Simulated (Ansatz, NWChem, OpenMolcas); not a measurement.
A ladder of methods for B2NH2OF (SMILES OB1NB1F)

The species is B2NH2OF (7 atoms), meant as a singlet with charge 0. SMILES: `OB1NB1F`. The coordinates come from a PBE0-D4/def2-TZVP relaxation. This is one conformer, not always the lowest.

Quantity: the HOMO–LUMO gap, in eV. The values are calculated.

```json
{"level": "M06-L/def2-SVP", "kind": "meta-GGA", "program": "OpenMolcas", "value (eV)": "6.01", "CPU time": "54 s"}
{"level": "B3LYP/def2-SVP", "kind": "global hybrid", "program": "NWChem", "value (eV)": "7.22", "CPU time": "18 s"}
{"level": "M06-2X/def2-SVP", "kind": "hybrid meta-GGA", "program": "OpenMolcas", "value (eV)": "9.91", "CPU time": "47 s"}
{"level": "r2SCAN0/def2-SVP", "kind": "hybrid meta-GGA", "program": "Ansatz", "value (eV)": "8.03", "CPU time": "10 s"}
{"level": "CAM-B3LYP/def2-SVP", "kind": "range-separated hybrid", "program": "Ansatz", "value (eV)": "10.28", "CPU time": "5.6 s"}
{"level": "HSE06/def2-SVP", "kind": "range-separated hybrid", "program": "Ansatz", "value (eV)": "6.86", "CPU time": "6.7 s"}
{"level": "wB97M-V/def2-SVP", "kind": "range-separated hybrid", "program": "Ansatz", "value (eV)": "12.07", "CPU time": "47 s"}
{"level": "wB97X/def2-SVP", "kind": "range-separated hybrid", "program": "Ansatz", "value (eV)": "12.43", "CPU time": "18 s"}
```

The values span 6.01 to 12.43 eV. Orbital gaps aren't excitation energies; they tend to grow with the share of exact exchange. Times are those of the runs behind each value, whatever else they computed, on shared processors of several kinds: orders of magnitude only.
